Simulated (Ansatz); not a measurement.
These are PBE0-D3(BJ)/def2-SVP run with Ansatz (a first-principles code) values and carry that method's errors. No frequencies were computed at this level.

Ansatz 0.2 input:
```yaml
crystal:
  periodic: [false, false, false]
  atoms:
    - { symbol: N, position_ang: [-4.355134, 2.228228, 1.474249] }
    - { symbol: C, position_ang: [-4.311953, 1.370866, 0.715976] }
    - { symbol: Ge, position_ang: [-4.191056, -0.083265, -0.525713] }
    - { symbol: Ge, position_ang: [-2.244681, -1.424125, -0.121115] }
    - { symbol: Ge, position_ang: [-1.957281, -3.361259, -1.513511] }
    - { symbol: Ge, position_ang: [-0.000895, -4.722467, -1.239826] }
    - { symbol: Ge, position_ang: [0.192642, -6.697184, -2.570154] }
    - { symbol: N, position_ang: [1.777649, -7.479627, -2.164012] }
    - { symbol: H, position_ang: [-4.259726, 0.607716, -1.866503] }
    - { symbol: H, position_ang: [-5.522829, -0.777132, -0.366591] }
    - { symbol: H, position_ang: [-1.048918, -0.49703, -0.198638] }
    - { symbol: H, position_ang: [-2.257584, -1.788072, 1.349577] }
    - { symbol: H, position_ang: [-3.216093, -4.200381, -1.371128] }
    - { symbol: H, position_ang: [-2.09244, -2.904961, -2.956053] }
    - { symbol: H, position_ang: [1.215169, -3.836765, -1.407178] }
    - { symbol: H, position_ang: [0.102973, -5.074842, 0.234682] }
    - { symbol: H, position_ang: [-1.009282, -7.626881, -2.4027] }
    - { symbol: H, position_ang: [0.282048, -6.438799, -4.053442] }
    - { symbol: H, position_ang: [1.982717, -7.617622, -1.184108] }
    - { symbol: H, position_ang: [2.007763, -8.330386, -2.658785] }
basis:
  gaussian: { orbitals: def2-svp }
hamiltonian:
  xc: pbe0
  dispersion: d3bj
relax:
  max_steps: 150
```

Output:

```
Functional definition: PBE0
2834 factors; integrals over basis functions are off by at most 3.6e-4 eV
mean field evaluation 1: about -286716.4446 eV, gradient 6.7e1 eV
mean field evaluation 2: about -286697.5812 eV, gradient 1.1e2 eV
mean field evaluation 4: about -286724.8247 eV, gradient 1.2e1 eV
mean field evaluation 8: about -286725.1504 eV, gradient 7.4e-1 eV
mean field evaluation 16: about -286725.1516 eV, gradient 5.8e-5 eV
mean field -286725.15155889 eV, -10536.9549705011 hartree, gradient 5.8e-5 eV, S^2 0.000000; 0 other end points of the search recorded, 0 dependent functions left out
reference -286725.15160665 eV, -10536.9549722565 hartree; 96, 96 occupied and 166, 166 virtual orbitals, 2834 factors
relax step   1: F+E_penalty+E_count = -286725.67743188 eV  Δ(F+E_penalty+E_count) = +0.000e0 eV  max|allowed force component| = 1.439e0 eV/Å  Δτ_max = 0.0000 Å  (29 SCF iters, accepted)
these checks for a lower state are left out or cut short: starts, cluster_reference, orbital_swaps, neighbouring_geometries, increment
2834 factors; integrals over basis functions are off by at most 4.0e-4 eV
mean field -286725.39867574 eV, -10536.9640518779 hartree, gradient 2.4e-5 eV, S^2 0.000000; 0 other end points of the search recorded, 0 dependent functions left out
reference -286725.39872329 eV, -10536.9640536254 hartree; 96, 96 occupied and 166, 166 virtual orbitals, 2834 factors
relax step   2: F+E_penalty+E_count = -286725.93143951 eV  Δ(F+E_penalty+E_count) = -2.540e-1 eV  max|allowed force component| = 3.117e-1 eV/Å  Δτ_max = 0.1918 Å  (31 SCF iters, accepted)
these checks for a lower state are left out or cut short: starts, cluster_reference, orbital_swaps, neighbouring_geometries, increment
2834 factors; integrals over basis functions are off by at most 4.0e-4 eV
mean field evaluation 32: about -286725.4317 eV, gradient 1.9e-5 eV
mean field -286725.43173979 eV, -10536.9652669592 hartree, gradient 1.9e-5 eV, S^2 0.000000; 0 other end points of the search recorded, 0 dependent functions left out
reference -286725.43178752 eV, -10536.9652687134 hartree; 96, 96 occupied and 166, 166 virtual orbitals, 2834 factors
relax step   3: F+E_penalty+E_count = -286725.96176742 eV  Δ(F+E_penalty+E_count) = -3.033e-2 eV  max|allowed force component| = 1.507e-1 eV/Å  Δτ_max = 0.0942 Å  (32 SCF iters, accepted)
these checks for a lower state are left out or cut short: starts, cluster_reference, orbital_swaps, neighbouring_geometries, increment
2834 factors; integrals over basis functions are off by at most 4.1e-4 eV
mean field -286725.43470117 eV, -10536.9653757881 hartree, gradient 1.8e-5 eV, S^2 0.000000; 0 other end points of the search recorded, 0 dependent functions left out
reference -286725.43474891 eV, -10536.9653775424 hartree; 96, 96 occupied and 166, 166 virtual orbitals, 2834 factors
relax step   4: F+E_penalty+E_count = -286725.96557689 eV  Δ(F+E_penalty+E_count) = -3.809e-3 eV  max|allowed force component| = 8.926e-2 eV/Å  Δτ_max = 0.0326 Å  (33 SCF iters, accepted)
these checks for a lower state are left out or cut short: starts, cluster_reference, orbital_swaps, neighbouring_geometries, increment
2834 factors; integrals over basis functions are off by at most 4.1e-4 eV
mean field -286725.43645458 eV, -10536.9654402246 hartree, gradient 1.8e-5 eV, S^2 0.000000; 0 other end points of the search recorded, 0 dependent functions left out
reference -286725.43650231 eV, -10536.9654419789 hartree; 96, 96 occupied and 166, 166 virtual orbitals, 2834 factors
relax step   5: F+E_penalty+E_count = -286725.96743495 eV  Δ(F+E_penalty+E_count) = -1.858e-3 eV  max|allowed force component| = 7.852e-2 eV/Å  Δτ_max = 0.0280 Å  (34 SCF iters, accepted)
these checks for a lower state are left out or cut short: starts, cluster_reference, orbital_swaps, neighbouring_geometries, increment
2834 factors; integrals over basis functions are off by at most 4.2e-4 eV
mean field -286725.43538202 eV, -10536.9654008089 hartree, gradient 1.9e-5 eV, S^2 0.000000; 0 other end points of the search recorded, 0 dependent functions left out
reference -286725.43542971 eV, -10536.9654025613 hartree; 96, 96 occupied and 166, 166 virtual orbitals, 2834 factors
relax step   6: F+E_penalty+E_count = -286725.96750893 eV  Δ(F+E_penalty+E_count) = -7.398e-5 eV  max|allowed force component| = 1.542e-1 eV/Å  Δτ_max = 0.0419 Å  (32 SCF iters, accepted)
these checks for a lower state are left out or cut short: starts, cluster_reference, orbital_swaps, neighbouring_geometries, increment
2834 factors; integrals over basis functions are off by at most 4.1e-4 eV
mean field -286725.43675789 eV, -10536.9654513710 hartree, gradient 1.8e-5 eV, S^2 0.000000; 0 other end points of the search recorded, 0 dependent functions left out
reference -286725.43680554 eV, -10536.9654531224 hartree; 96, 96 occupied and 166, 166 virtual orbitals, 2834 factors
relax step   7: F+E_penalty+E_count = -286725.96872349 eV  Δ(F+E_penalty+E_count) = -1.215e-3 eV  max|allowed force component| = 1.600e-2 eV/Å  Δτ_max = 0.0229 Å  (34 SCF iters, accepted)
these checks for a lower state are left out or cut short: starts, cluster_reference, orbital_swaps, neighbouring_geometries, increment
2834 factors; integrals over basis functions are off by at most 4.2e-4 eV
mean field evaluation 64: about -286725.4370 eV, gradient 1.4e-4 eV
mean field -286725.43700301 eV, -10536.9654603792 hartree, gradient 1.8e-5 eV, S^2 0.000000; 0 other end points of the search recorded, 0 dependent functions left out
reference -286725.43705067 eV, -10536.9654621306 hartree; 96, 96 occupied and 166, 166 virtual orbitals, 2834 factors
relax step   8: F+E_penalty+E_count = -286725.96888924 eV  Δ(F+E_penalty+E_count) = -1.657e-4 eV  max|allowed force component| = 2.480e-3 eV/Å  Δτ_max = 0.0171 Å  (34 SCF iters, accepted)
these checks for a lower state are left out or cut short: starts, cluster_reference, orbital_swaps, neighbouring_geometries, increment
2834 factors; integrals over basis functions are off by at most 4.2e-4 eV
mean field -286725.43721260 eV, -10536.9654680815 hartree, gradient 1.9e-5 eV, S^2 0.000000; 0 other end points of the search recorded, 0 dependent functions left out
reference -286725.43726025 eV, -10536.9654698327 hartree; 96, 96 occupied and 166, 166 virtual orbitals, 2834 factors
relax step   9: F+E_penalty+E_count = -286725.96907249 eV  Δ(F+E_penalty+E_count) = -1.833e-4 eV  max|allowed force component| = 3.282e-2 eV/Å  Δτ_max = 0.0471 Å  (33 SCF iters, accepted)
these checks for a lower state are left out or cut short: starts, cluster_reference, orbital_swaps, neighbouring_geometries, increment
2834 factors; integrals over basis functions are off by at most 4.2e-4 eV
mean field -286725.43734847 eV, -10536.9654730745 hartree, gradient 1.8e-5 eV, S^2 0.000000; 0 other end points of the search recorded, 0 dependent functions left out
reference -286725.43739610 eV, -10536.9654748248 hartree; 96, 96 occupied and 166, 166 virtual orbitals, 2834 factors
relax step  10: F+E_penalty+E_count = -286725.96908071 eV  Δ(F+E_penalty+E_count) = -8.217e-6 eV  max|allowed force component| = 4.997e-2 eV/Å  Δτ_max = 0.0193 Å  (34 SCF iters, accepted)
these checks for a lower state are left out or cut short: starts, cluster_reference, orbital_swaps, neighbouring_geometries, increment
2834 factors; integrals over basis functions are off by at most 4.2e-4 eV
mean field -286725.43738193 eV, -10536.9654743040 hartree, gradient 1.5e-5 eV, S^2 0.000000; 0 other end points of the search recorded, 0 dependent functions left out
reference -286725.43742955 eV, -10536.9654760542 hartree; 96, 96 occupied and 166, 166 virtual orbitals, 2834 factors
relax step  11: F+E_penalty+E_count = -286725.96919477 eV  Δ(F+E_penalty+E_count) = -1.141e-4 eV  max|allowed force component| = 2.692e-2 eV/Å  Δτ_max = 0.0061 Å  (26 SCF iters, accepted)
these checks for a lower state are left out or cut short: starts, cluster_reference, orbital_swaps, neighbouring_geometries, increment
2834 factors; integrals over basis functions are off by at most 4.2e-4 eV
mean field -286725.43735926 eV, -10536.9654734710 hartree, gradient 9.7e-6 eV, S^2 0.000000; 0 other end points of the search recorded, 0 dependent functions left out
reference -286725.43740688 eV, -10536.9654752209 hartree; 96, 96 occupied and 166, 166 virtual orbitals, 2834 factors
relax step  12: F+E_penalty+E_count = -286725.96926908 eV  Δ(F+E_penalty+E_count) = -7.432e-5 eV  max|allowed force component| = 4.281e-3 eV/Å  Δτ_max = 0.0080 Å  (27 SCF iters, accepted)
these checks for a lower state are left out or cut short: starts, cluster_reference, orbital_swaps, neighbouring_geometries, increment
2834 factors; integrals over basis functions are off by at most 4.2e-4 eV
mean field evaluation 96: about -286725.4372 eV, gradient 2.4e-1 eV
mean field -286725.43734962 eV, -10536.9654731168 hartree, gradient 1.8e-5 eV, S^2 0.000000; 0 other end points of the search recorded, 0 dependent functions left out
reference -286725.43739722 eV, -10536.9654748660 hartree; 96, 96 occupied and 166, 166 virtual orbitals, 2834 factors
relax step  13: F+E_penalty+E_count = -286725.96931726 eV  Δ(F+E_penalty+E_count) = -4.817e-5 eV  max|allowed force component| = 4.917e-3 eV/Å  Δτ_max = 0.0230 Å  (34 SCF iters, accepted)
these checks for a lower state are left out or cut short: starts, cluster_reference, orbital_swaps, neighbouring_geometries, increment
2834 factors; integrals over basis functions are off by at most 4.2e-4 eV
mean field -286725.43735551 eV, -10536.9654733331 hartree, gradient 1.8e-5 eV, S^2 0.000000; 0 other end points of the search recorded, 0 dependent functions left out
reference -286725.43740309 eV, -10536.9654750817 hartree; 96, 96 occupied and 166, 166 virtual orbitals, 2834 factors
relax step  14: F+E_penalty+E_count = -286725.96933103 eV  Δ(F+E_penalty+E_count) = -1.377e-5 eV  max|allowed force component| = 4.775e-3 eV/Å  Δτ_max = 0.0218 Å  (34 SCF iters, accepted)
2834 factors; integrals over basis functions are off by at most 4.2e-4 eV
mean field -286725.43735551 eV, -10536.9654733331 hartree, gradient 1.8e-5 eV, S^2 0.000000; 1 other end points of the search recorded, 0 dependent functions left out
reference -286725.43740309 eV, -10536.9654750817 hartree; 96, 96 occupied and 166, 166 virtual orbitals, 2834 factors
Total energy: -286725.96937861 eV, -10536.9850248215 hartree
Atom 0 at    -4.305556     2.191822     1.393116 Å, force    -0.000964     0.000602    -0.000998 eV/Å
Atom 1 at    -4.287671     1.303153     0.647706 Å, force     0.001613     0.000542     0.002326 eV/Å
Atom 2 at    -4.187269    -0.200717    -0.558074 Å, force    -0.000817    -0.000373    -0.001689 eV/Å
Atom 3 at    -2.158429    -1.440600    -0.080218 Å, force     0.001742    -0.004622    -0.000878 eV/Å
Atom 4 at    -1.996550    -3.373831    -1.536846 Å, force    -0.002723     0.000757    -0.001400 eV/Å
Atom 5 at     0.060243    -4.601886    -1.155511 Å, force    -0.000876     0.000359    -0.000620 eV/Å
Atom 6 at     0.178934    -6.571333    -2.563208 Å, force    -0.001710    -0.001399    -0.002570 eV/Å
Atom 7 at     1.713643    -7.485077    -2.112170 Å, force     0.002594    -0.000289     0.004775 eV/Å
Atom 8 at    -4.204562     0.392099    -1.974576 Å, force     0.000103    -0.001257     0.002797 eV/Å
Atom 9 at    -5.461729    -1.021945    -0.313984 Å, force     0.002595     0.000680     0.000225 eV/Å
Atom 10 at    -0.960007    -0.497443    -0.290685 Å, force    -0.002188     0.000871     0.000390 eV/Å
Atom 11 at    -2.198554    -1.877005     1.395611 Å, force    -0.000495     0.002921     0.000168 eV/Å
Atom 12 at    -3.219372    -4.279334    -1.282121 Å, force    -0.000443     0.000632    -0.000344 eV/Å
Atom 13 at    -2.068692    -2.890269    -3.000217 Å, force     0.001166    -0.002416    -0.000837 eV/Å
Atom 14 at     1.249975    -3.660393    -1.424238 Å, force     0.001036    -0.000795     0.000629 eV/Å
Atom 15 at     0.102305    -5.007970     0.332898 Å, force    -0.000519     0.000407    -0.000157 eV/Å
Atom 16 at    -1.136284    -7.380990    -2.405096 Å, force     0.004025     0.001945    -0.000360 eV/Å
Atom 17 at     0.323640    -6.168475    -4.042692 Å, force    -0.000275    -0.000877     0.003153 eV/Å
Atom 18 at     1.739327    -7.798683    -1.145052 Å, force    -0.002397     0.002254    -0.002051 eV/Å
Atom 19 at     1.909696    -8.285108    -2.709614 Å, force    -0.001465     0.000057    -0.002561 eV/Å
Dipole moment:     0.242055    -1.090743    -0.465339 e Å
```

Cost: very roughly 12 core-minutes.
